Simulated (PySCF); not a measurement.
## 1,1,2-trifluorobuta-1,3-diene: full NMR table

```
Formula                               : C4H3F3
SMILES                                : C=CC(F)=C(F)F
Point group of the computed structure : Cs
Degrees of unsaturation               : 2
Carbon signals                        : 4
Proton signals                        : 3
```

Structure with atom numbers: `[CH2:1]=[CH:2][C:3]([F:4])=[C:5]([F:6])[F:7]`. Hydrogens are named by the atom that carries them. Ha(C1) is cis to C3; Hb(C1) is trans to C3.

Theoretical values (PySCF 2.14.0 with density-fitted response routines): J: B3LYP/pcJ-1 (spin–dipole term only in couplings to heteroatoms), geometry from GFN2-xTB, σ from GIAO-PBE0/pcSseg-1. No solvent model, one conformer, relativity neglected.

Chemical shifts δ = σref − σ; ¹H, ¹³C against TMS; ¹⁹F vs CFCl3, all at this level.

| carbon | δC, type | δH (multiplicity, J in Hz) | HMBC from (abs. J ≥ 3 Hz) | span of the C tensor (ppm) |
| --- | --- | --- | --- | --- |
| C1 | 121.3, CH2 | Hb(C1) 5.67 (dt, 12.9, 2.9); Ha(C1) 5.93 (dtd, 18.6, 2.4, 1.0) | – | 224 |
| C2 | 129.7, CH | 6.50 (m) | Ha(C1) | 218 |
| C3 | 138.5, C | – | H(C2), Ha(C1), Hb(C1) | 72 |
| C5 | 167.8, C | – | – | 89 |

Other nuclei:
```
atoms  nucleus       environment  δ (ppm)  σ (ppm)
   F6      ¹⁹F  vinylic fluorine   -103.3    274.2
   F7      ¹⁹F  vinylic fluorine   -119.9    290.9
   F4      ¹⁹F  vinylic fluorine   -200.7    371.7
```

Selected couplings (Hz, signed; the shortest-range and largest first, 30 at most; isotopes ¹³C, ¹⁹F, ¹H): ¹J(C5,F6) -385.2, ¹J(C5,F7) -371.3, ¹J(C3,F4) -303.5, ¹J(C1,Hb(C1)) 170.1, ¹J(C2,H(C2)) 168.1, ¹J(C1,Ha(C1)) 167.5, ¹J(C3,C5) 150.9, ¹J(C1,C2) 80.0, ¹J(C2,C3) 73.0, ²J(F4,C5) 46.8, ²J(C3,F7) 45.7, ²J(F6,F7) -30.4, ²J(C2,F4) 17.1, ²J(C3,F6) 16.2, ²J(C2,C5) 8.2, ²J(C1,C3) -3.5, ³J(F4,F7) -146.4, ³J(F4,F6) 59.2, ³J(F4,H(C2)) 23.4, ³J(Ha(C1),H(C2)) 18.6, ³J(Hb(C1),H(C2)) 12.9, ³J(C2,F7) -7.3, ³J(C1,C5) 5.7, ³J(C2,F6) -5.3, ³J(C1,F4) 2.4, ⁴J(C1,F6) 20.2, ⁴J(C1,F7) 8.5, ⁴J(F7,H(C2)) 5.3, ⁴J(F4,Hb(C1)) 3.0, ⁴J(F4,Ha(C1)) 2.5.

1. Carbon types of the structure: 2 × C, 1 × CH, 1 × CH2, which accounts for all hydrogens.
2. δC 167.8, 138.5: fully substituted alkene carbon.
3. δC 129.7: alkene CH; the olefinic region.
4. δC 121.3: terminal =CH2 carbon; as expected for a trigonal carbon in a double bond.
5. δH 6.50: hydrogen on an alkene CH; a vinylic proton, deshielded by the sp2 carbon and the C=C anisotropy.
6. δH 5.93, 5.67: hydrogen on a terminal =CH2 carbon; attached to an sp2 carbon and in the plane of the double bond.

C–F couplings over four or more bonds (about 3 Hz to the para carbon of a fluoroarene) are left out. Common functionals overestimate the size of one-bond C–F couplings by tens of Hz; these are unscaled. Multiplet labels drop couplings under 1 Hz and merge nearly equal ones. Unscaled 3J(H,H) at this level run about 10 % above measured values. Shifts are as computed. Against solution values, carbons near 30 ppm lie about +3 ppm off and those near 130 ppm about +5 ppm. Of 1211 compounds with measured shifts, 218 miss one by over three times the rms of a fit or turn the order of signals round; such compounds aren't used in these exercises. Unscaled 19F shifts against computed CFCl3 carry errors that often reach 10 to 50 ppm.
